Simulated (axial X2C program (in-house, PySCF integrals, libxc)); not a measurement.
Values are calculated unless marked as measured or tabulated.
**InO⁺: input and output**

Program: an in-house all-electron X2C program for linear molecules (integrals from PySCF).

Input:
```json
{"zs": [49, 8], "q": 1, "bas": ["dyall-cv3z", "dyall-av3z"], "levels": ["PBE0", "HF", "B3LYP"], "cc": true, "r0": 1.93, "thr": -1.0, "nmax": 90, "npts": 10, "nst": 2, "ntry": 6}
```
```bash
python so2c.py task.json out
```

Keys: zs atomic numbers; q charge; bas basis sets; levels methods; cc coupled cluster on or off; r0 starting distance in Å; thr threshold in hartree for freezing inner shells (an s shell follows its p shell); nmax most natural virtual spinors; npts points on the curve; nst determinants followed; ntry starts of the search. HF also brings MP2.

Output of the PBE0 step, spin-free, at R = 2.156 Å for the state M_S = 1, Λ = 1. It starts from the PBE0 orbitals of the search at 2.156 Å.

```
spin-free X2C-1e  PBE0
basis functions 183  fitting functions 933  grid points 5080
iter        total energy     max residual
   1      -5955.530681127     3.28e-06
   2      -5955.530681127     4.20e-06
converged
one-electron -8373.88585119  Coulomb 2491.32952503  exact exchange -41.64927247  xc functional -127.53912084  nuclear repulsion 96.21403835
```
Energies are in hartree; totals compare only within one Hamiltonian and basis.
